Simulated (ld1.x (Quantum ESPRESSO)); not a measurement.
How hard is this arsenic (As) RRKJ potential?

ld1.x (Quantum ESPRESSO) 7.5 input, shortened:

```
&input
   title='As', zed=33., rel=1, dft='PBE', iswitch=3,
   config='[Ar] 3d10 4s2 4p2 4d-2'
 /
 &inputp
   pseudotype=2, tm=.false., rho0=0.005, lloc=-2, rcloc=1.15,
   nlcc=.false.
 /
3
4S  1  0   2.00   0.00  1.40  1.40  0.0
4P  2  1   2.00   0.00  1.65  1.65  0.0
4D  3  2  -2.00   0.30  1.60  1.60  0.0
 &test
   configts(1)='4s2 4p2'
 /
```

The pseudo-atom Hamiltonian at the reference potential is diagonalised in spherical Bessel functions j_l(qr) that vanish at 20 bohr, with q² up to the cutoff. All-electron valence levels (Ry): 4s -1.7166, 4p -0.9804.

**Question.** How do the lowest levels (Ry) of each channel move with the cutoff, and are there ghosts?

**Answer.**

```tsv
cutoff (Ry)	s #1	s #2	p #1	p #2	d #1	d #2	f #1	f #2	Σ f·Δε (mRy)
8	-1.6448	-0.3614	-0.9644	-0.2258	-0.2267	-0.0743	-0.0528	0.0422	175.8
12	-1.6916	-0.3662	-0.9663	-0.2260	-0.2270	-0.0744	-0.0528	0.0421	78.3
15	-1.7042	-0.3673	-0.9707	-0.2264	-0.2270	-0.0744	-0.0528	0.0421	44.4
21	-1.7138	-0.3677	-0.9759	-0.2271	-0.2274	-0.0745	-0.0528	0.0421	14.6
30	-1.7142	-0.3682	-0.9795	-0.2275	-0.2307	-0.0756	-0.0528	0.0421	6.8
40	-1.7159	-0.3693	-0.9802	-0.2276	-0.2377	-0.0780	-0.0528	0.0421	1.9
45	-1.7163	-0.3695	-0.9804	-0.2276	-0.2395	-0.0785	-0.0528	0.0421	0.8
55	-1.7166	-0.3696	-0.9805	-0.2276	-0.2416	-0.0792	-0.0528	0.0421	0.1
400	-1.7166	-0.3696	-0.9805	-0.2276	-0.2419	-0.0793	-0.0528	0.0421	0.0
```

Result: no extra level below or beside the all-electron valence levels (s, p, d, f tested); 10 mRy is reached at 25 Ry and 1 mRy at 45 Ry.
